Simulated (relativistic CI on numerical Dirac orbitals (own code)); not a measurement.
**Line list: Electric-dipole lines, Zr38+**

These numbers are calculated, not measured: Dirac-Coulomb-Breit CI, KLI orbitals optimised for each configuration, a model potential for QED, unscaled Slater integrals (own radial code, finite nucleus).

Configuration list: 1s², 1s2s, 1s2p, 1s3s, 1s3p, 1s3d, 1s4s, 1s4p, 1s4d, 1s4f, 1s5s, 1s5p, 1s5d, 1s5f, 1s5g, 1s6s, 1s6p, 1s6d. Levels of other configurations are missing.

```csv
λ vac (nm),Lower,Upper,A (s⁻¹),log gf,S velocity/length
0.07598,1s² ¹S0 [1],1s2p ¹P°1 [7],2.24e+15,-0.23,1.00
0.07659,1s² ¹S0 [1],1s2p ³P°1 [4],7.06e+14,-0.73,1.00
0.30800,1s2p ³P°1 [4],1s4d ³D2 [23],4.08e+13,-0.54,1.00
0.31578,1s2p ³P°2 [6],1s4d ³D3 [26],4.84e+13,-0.30,1.00
0.31788,1s2p ¹P°1 [7],1s4d ¹D2 [29],4.29e+13,-0.49,1.00
0.40532,1s2s ³S1 [2],1s3p ³P°2 [12],5.03e+13,-0.21,1.01
0.40944,1s2s ³S1 [2],1s3p ³P°1 [11],4.15e+13,-0.50,1.00
0.41131,1s2p ³P°0 [3],1s3d ³D1 [14],8.65e+13,-0.18,1.00
0.41159,1s2p ³P°1 [4],1s3d ³D1 [14],4.98e+13,-0.42,1.00
0.41165,1s2p ³P°1 [4],1s3d ³D2 [13],1.24e+14,0.20,1.00
0.41169,1s2s ¹S0 [5],1s3p ¹P°1 [15],3.84e+13,-0.53,0.99
0.42479,1s2p ³P°2 [6],1s3d ³D3 [16],1.50e+14,0.45,1.00
0.42631,1s2p ³P°2 [6],1s3d ³D2 [13],2.30e+13,-0.50,1.00
0.42853,1s2p ¹P°1 [7],1s3d ¹D2 [17],1.33e+14,0.26,1.00
0.83124,1s3p ³P°2 [12],1s5d ³D3 [40],7.91e+12,-0.24,1.00
0.83483,1s3d ³D2 [13],1s5f ³F°3 [41],9.96e+12,-0.14,1.00
0.83508,1s3d ³D1 [14],1s5f ³F°2 [42],8.98e+12,-0.33,1.00
0.84008,1s3d ³D3 [16],1s5f ³F°4 [44],1.05e+13,0.00,1.00
0.84044,1s3d ¹D2 [17],1s5f ¹F°3 [47],1.00e+13,-0.13,1.00
1.1664,1s3s ³S1 [8],1s4p ³P°2 [22],6.62e+12,-0.17,1.00
1.1789,1s3p ³P°0 [9],1s4d ³D1 [24],9.00e+12,-0.25,1.00
1.1798,1s3p ³P°1 [11],1s4d ³D2 [23],1.30e+13,0.13,1.00
1.1808,1s3s ³S1 [8],1s4p ³P°1 [21],5.53e+12,-0.46,1.00
1.2102,1s3p ³P°2 [12],1s4d ³D3 [26],1.62e+13,0.40,1.00
1.2178,1s3d ³D2 [13],1s4f ³F°3 [27],3.00e+13,0.67,1.00
1.2182,1s3d ³D1 [14],1s4f ³F°2 [28],2.71e+13,0.48,1.00
1.2185,1s3p ¹P°1 [15],1s4d ¹D2 [29],1.46e+13,0.21,1.00
1.2276,1s3d ³D3 [16],1s4f ³F°4 [30],3.19e+13,0.81,1.00
1.2284,1s3d ¹D2 [17],1s4f ¹F°3 [31],3.03e+13,0.68,1.00
2.5324,1s4s ³S1 [18],1s5p ³P°2 [36],1.56e+12,-0.13,1.00
2.5568,1s4p ³P°1 [21],1s5d ³D2 [37],2.68e+12,0.12,1.00
2.6148,1s4p ³P°2 [22],1s5d ³D3 [40],3.39e+12,0.39,1.00
2.6292,1s4d ³D2 [23],1s5f ³F°3 [41],5.59e+12,0.61,1.00
2.6299,1s4d ³D1 [24],1s5f ³F°2 [42],5.04e+12,0.42,1.00
2.6306,1s4p ¹P°1 [25],1s5d ¹D2 [43],3.08e+12,0.20,1.00
2.6474,1s4d ³D3 [26],1s5f ³F°4 [44],5.98e+12,0.75,1.00
2.6484,1s4f ³F°3 [27],1s5g ³G4 [45],9.54e+12,0.96,1.00
2.6489,1s4f ³F°2 [28],1s5g ³G3 [46],9.08e+12,0.83,1.00
2.6490,1s4d ¹D2 [29],1s5f ¹F°3 [47],5.69e+12,0.62,1.00
2.6571,1s4f ³F°4 [30],1s5g ³G5 [48],9.84e+12,1.06,1.00
2.6575,1s4f ¹F°3 [31],1s5g ¹G4 [49],9.57e+12,0.96,1.00
4.6778,1s5s ³S1 [32],1s6p ³P°2 [54],5.04e+11,-0.08,1.00
4.7182,1s5p ³P°1 [35],1s6d ³D2 [55],7.96e+11,0.12,1.00
4.8162,1s5p ³P°2 [36],1s6d ³D3 [58],1.02e+12,0.39,1.00
4.8430,1s5p ¹P°1 [39],1s6d ¹D2 [59],9.30e+11,0.21,1.00
```

Terms are leading LS components. Brackets give the number of a level in order of energy, since labels repeat. The list gives strong lines, with weight on those to low levels. Levels whose partners in the same complex of configurations lie outside the list can be far off, and so can their lines. Rates are taken at the computed energies, electric ones in the length gauge. A velocity-to-length ratio far from 1 marks an uncertain rate.

At this charge energies of transitions that change n are usually good to better than 1 %, and those within a shell (Δn = 0) to a few per cent.

LS names give the leading component of a level, which can be under half, so a name can repeat, a term be missing and a line seem to break the LS rules.
